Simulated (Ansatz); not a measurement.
Relaxation of FGaH7NO (11 atoms, charge 0, multiplicity 1), to a largest force component of 0.03 eV/Å in at most 50 steps.

Method: RHF/def2-SVP in Ansatz.

```xyz
11
Properties=species:S:1:pos:R:3
Ga -0.065 -2.029 -0.749
F 2.031 -0.313 0.723
H 0.860 -2.487 -1.927
H -0.361 -2.733 0.611
H -0.773 1.234 0.305
O -1.113 -0.542 -1.066
H 1.595 0.448 0.930
N -0.234 1.849 0.902
H -1.034 -0.156 -1.923
H -0.750 1.989 1.752
H -0.158 2.739 0.442
```

Task: Where does it end, and by what steps?

Result: The forces met the threshold. The force dipped under the threshold on the way, but the program's further checks kept it going. After 26 steps the energy has fallen by 0.914 eV; H7 moved furthest, 0.98 Å. Parted: F2–H7. Joined: Ga1–F2, H7–N8.

```csv
step,energy less start (eV),largest force component (eV/Å),accepted
0,0.0000,0.962,yes
1,-0.1877,0.527,yes
2,-0.3464,0.388,yes
3,-0.5001,0.313,yes
4,-0.5582,0.524,yes
5,-0.6104,0.465,yes
6,-0.6206,0.173,yes
7,-0.6261,0.072,yes
8,-0.6280,0.123,yes
9,-0.6298,0.125,yes
10,-0.6354,0.337,yes
11,-0.6737,0.449,yes
12,-0.7363,0.623,yes
13,-0.3020,6.045,no
14,-0.8310,0.516,yes
15,-0.8599,0.873,yes
16,-0.8967,0.251,yes
17,-0.9008,0.179,yes
18,-0.9072,0.203,yes
19,-0.9093,0.177,yes
20,-0.9118,0.056,yes
21,-0.9121,0.219,yes
22,-0.9131,0.106,yes
23,-0.9137,0.012,yes
24,-0.9139,0.093,yes
25,-0.9140,0.036,yes
26,-0.9141,0.007,yes
```

```xyz
11
Properties=species:S:1:pos:R:3
Ga 0.340 -1.662 -0.472
F 1.306 -0.628 0.734
H 1.233 -1.925 -1.757
H -0.382 -2.829 0.325
H -0.571 0.985 -0.008
O -0.897 -0.237 -0.816
H 0.716 0.876 0.957
N -0.010 1.571 0.705
H -1.573 -0.366 -1.461
H -0.563 1.826 1.506
H 0.400 2.390 0.287
```

The run took 48 s on 2 threads of Arm Neoverse V1 (shared host), peak memory 0.23 GiB.
